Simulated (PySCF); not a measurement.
CH2F, SMILES F[CH2], multiplicity 2. Atoms are numbered in the order given.

```xyz
4

C     -0.6488     0.0558     0.0000
F      0.6808    -0.0097     0.0000
H     -1.1171    -0.1239     0.9584
H     -1.1171    -0.1239    -0.9584
```
Charge 0, spin multiplicity 2.

Coordinates come from a PBE0-D3(BJ)/def2-TZVPD optimisation. The isomer is the one that the SMILES or the coordinates give; other isomers of the formula were not compared.

Two levels are set side by side: PBE/pcH-1 (PySCF) and B3LYP/pcH-1 (PySCF). Contact hyperfine couplings, same geometry. Differences are taken from unrounded values.

```
quantity                      B3LYP
----------------------------  -----
A(iso) of 13C, atom C1 (MHz)  159.9
A(iso) of 19F, atom F2 (MHz)  170.5
A(iso) of 1H, atom H3 (MHz)   -51.5
A(iso) of 1H, atom H4 (MHz)   -51.5
```

**Question.** What does PBE give, and how far is it from B3LYP? (The exact figures need the calculation; the answer reports its results.)

**Answer.** 
```json
[
 {"quantity": "A(iso) of 13C, atom C1 (MHz)", "PBE": "137.6", "PBE minus B3LYP": "-22.3"},
 {"quantity": "A(iso) of 19F, atom F2 (MHz)", "PBE": "112.9", "PBE minus B3LYP": "-57.6"},
 {"quantity": "A(iso) of 1H, atom H3 (MHz)", "PBE": "-48.1", "PBE minus B3LYP": "3.4"},
 {"quantity": "A(iso) of 1H, atom H4 (MHz)", "PBE": "-48.1", "PBE minus B3LYP": "3.4"}
]
```

Rough cost on one machine, each run with all the roots and properties that it gave: B3LYP against PBE within a factor of 2.
